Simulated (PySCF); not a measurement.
Species: [In(OMe)H3]-, CH₆InO (charge -1).
Bonds: In1–O2, O2–C3. Hydrogens: H7, H8, H9 on In1; H4, H5, H6 on C3.

Theory: PBE0-D3(BJ)/def2-SVP geometry optimisation, gas phase, def2 core potentials past Kr in PySCF 2.14.0.

(1) List the bond lengths and angles at this level.

## Answers

(1) 
| bond | length (Å) |
| --- | --- |
| In1–O2 | 2.107 |
| In1–H7, In1–H9 | 1.788 |
| In1–H8 | 1.777 |
| O2–C3 | 1.359 |
| C3–H4, C3–H5, C3–H6 | 1.122 |

Bonds in one row agree within 0.01 Å and their mean is given. A selection of angles:
| angle | degrees |
| --- | --- |
| O2–In1–H7 | 106.3 |
| O2–In1–H8 | 104.3 |
| H7–In1–H8 | 113.4 |
| H7–In1–H9 | 112.4 |
| In1–O2–C3 | 118.8 |
| O2–C3–H4 | 115.0 |
| O2–C3–H5 | 111.9 |
| H4–C3–H5 | 104.7 |
| H4–C3–H6 | 104.4 |

In1 (indium bonded to O and 3 H) is distorted tetrahedral (angles from 104.3° to 113.9°).

Point group: near Cs, missed by 0.09 Å at most; the miss may be what the optimiser left on a soft mode. Not checked by PBE0-D3(BJ)/def2-SVP frequencies. The geometry's basis has no diffuse functions, a weakness for an anion.

Time: 14 s of wall time; peak memory 0.33 GiB. Hardware: an Arm Neoverse V1 with one thread, shared host with 32 logical CPUs at a one-minute load of 14. These figures are those of the optimisation.
